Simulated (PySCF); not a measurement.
**Frontier levels across methods**

Species: C₅H₃F₃.
Atom-mapped SMILES: `[F:1][C@H:2]1[C:3]23[C@H:4]([F:5])[C:6]12[C@H:7]3[F:8]` (hydrogens: H9 on C2; H10 on C4; H11 on C7)

Cartesian coordinates in Å at the PBE0-D3(BJ)/def2-SVP level; atoms count from 1:
```
atom  x, y, z in Å
F1    -1.8320   -0.4064    1.3444
C2    -0.5403   -0.5480    1.0162
C3    -0.1806   -0.6452   -0.4440
C4    -0.6939    0.7307   -0.7802
F5    -0.2070    1.3421   -1.8684
C6     0.1849    0.6407    0.4406
C7     1.2411   -0.1896   -0.2413
F8     2.0455   -0.9430    0.5199
H9     0.0053   -1.1839    1.7171
H10   -1.7570    0.9277   -0.6251
H11    1.7600    0.2513   -1.0953
```

Basis pcSseg-1 throughout (PySCF), one geometry. Geometry: PBE0-D3(BJ)/def2-SVP; no solvent, vibrations or thermal averaging.

Problem. How do the orbital energies and the gap change with the method?

Solution. 
| method | kind | HOMO (eV) | LUMO (eV) | gap (eV) | SCF cycles |
| --- | --- | --- | --- | --- | --- |
| B97-D | GGA | -7.32 | -1.43 | 5.89 | 15 |
| KT2 | GGA | -7.39 | -1.40 | 5.99 | 15 |
| B3LYP | global hybrid | -8.32 | -0.85 | 7.47 | 13 |
| B97-2 | global hybrid | -8.33 | -0.65 | 7.68 | 13 |
| PBE0 | global hybrid | -8.56 | -0.59 | 7.98 | 13 |
| CAM-B3LYP | range-separated hybrid | -9.85 | 0.49 | 10.35 | 12 |
| LC-wPBE | range-separated hybrid | -11.20 | 1.62 | 12.82 | 13 |

The HOMO spans 3.88 eV, from B97-D down to LC-wPBE, and the gap runs from 5.89 eV (B97-D) to 12.82 eV (LC-wPBE). Over the methods B97-D (0 %), KT2 (0 %), B3LYP (20 %), B97-2 (21 %), PBE0 (25 %), a straight line through the gap against the share of exact exchange rises by 0.81 eV for each 10 % (correlation coefficient 0.998). The dipole is below 0.03 D at every level.
